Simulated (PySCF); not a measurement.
C3H5O, doublet, geometry from GFN2-xTB. Base run: PySCF with TPSS/STO-3G.

The PySCF input:
```python
from pyscf import gto, scf, dft

mol = gto.Mole()
mol.atom = '''
    C     0.86122322   -1.13535914    0.29492985
    C     0.09798036   -0.11748608    0.03266726
    C    -1.35838595   -0.21495342   -0.31297309
    O     0.52682308    1.20205721    0.03648412
    H     1.86182228   -1.37808805    0.55590500
    H    -1.68024337   -1.25095872   -0.31237308
    H    -1.93910884    0.35134192    0.41227830
    H    -1.52511972    0.22173818   -1.29553065
    H     1.46315923    1.24630078    0.26010331
'''
mol.basis = 'sto-3g'
mol.spin = 1
mol.verbose = 4
mol.build()

mf = dft.UKS(mol)
mf.xc = 'tpss'
mf.kernel()
```

Variants of this job, named by their change:

```json
[
 {"change": "base", "ΔE vs base (mEh)": "0.000", "SCF cycles": "11", "<S^2>": "0.764", "outcome": "converged"},
 {"change": "diis = off (with mf.max_cycle = 100)", "ΔE vs base (mEh)": "-", "SCF cycles": "100", "<S^2>": "-", "outcome": "not converged"},
 {"change": "damp = 0.5; diis_start_cycle = 5", "ΔE vs base (mEh)": "0.000", "SCF cycles": "13", "<S^2>": "0.764", "outcome": "converged"},
 {"change": "init_guess = sap", "ΔE vs base (mEh)": "0.000", "SCF cycles": "14", "<S^2>": "0.764", "outcome": "converged"},
 {"change": "diis_space = 4", "ΔE vs base (mEh)": "0.000", "SCF cycles": "17", "<S^2>": "0.764", "outcome": "converged"},
 {"change": "diis_space = 12", "ΔE vs base (mEh)": "0.000", "SCF cycles": "11", "<S^2>": "0.764", "outcome": "converged"},
 {"change": "diis = off; damp = 0.3 (with mf.diis_start_cycle = 200; with mf.max_cycle = 150)", "ΔE vs base (mEh)": "-", "SCF cycles": "150", "<S^2>": "-", "outcome": "not converged"},
 {"change": "init_guess = huckel", "ΔE vs base (mEh)": "0.000", "SCF cycles": "15", "<S^2>": "0.764", "outcome": "converged"},
 {"change": "level_shift = 0.1 (with mf.max_cycle = 100)", "ΔE vs base (mEh)": "0.000", "SCF cycles": "13", "<S^2>": "0.764", "outcome": "converged"},
 {"change": "diis_space = 2", "ΔE vs base (mEh)": "0.000", "SCF cycles": "39", "<S^2>": "0.764", "outcome": "converged"},
 {"change": "init_guess = vsap", "ΔE vs base (mEh)": "0.000", "SCF cycles": "15", "<S^2>": "0.764", "outcome": "converged"},
 {"change": "level_shift = 1.0 (with mf.max_cycle = 100)", "ΔE vs base (mEh)": "0.000", "SCF cycles": "37", "<S^2>": "0.764", "outcome": "converged"},
 {"change": "DIIS = ADIIS", "ΔE vs base (mEh)": "0.000", "SCF cycles": "23", "<S^2>": "0.764", "outcome": "converged"}
]
```

Open shells are given as the SCF converged; they aren't shown to be the lowest states, and a large step between rows can be another state.
